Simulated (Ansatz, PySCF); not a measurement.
C5H12, SMILES C(C)(C)(C)C.

The structure is a stationary point at r2SCAN-D4/def2-SVP.

Vertical ionisation energy (IE) and electron affinity (EA) in eV. Rows of orbital energies are one-electron estimates. Where ΔSCF, EOM or ADC give a negative EA the extra electron is unbound and the value depends on the basis.

| level | IE | EA |
|---|---|---|
| −ε(HOMO), −ε(LUMO), M06-2X/def2-TZVP (PySCF) | 10.23 | -1.55 |
| ΔSCF, ωB97X-V/def2-SVPD (Ansatz), final states of multiplicity 2 and 2 | 11.19 | -2.20 |

Question: What vertical singlet–triplet gap does ΔSCF give with ωB97X-V/def2-SVPD (Ansatz, a first-principles code)? (The exact figures need the calculation; the answer reports its results.)

Answer: 9.14 eV (triplet above singlet where positive).
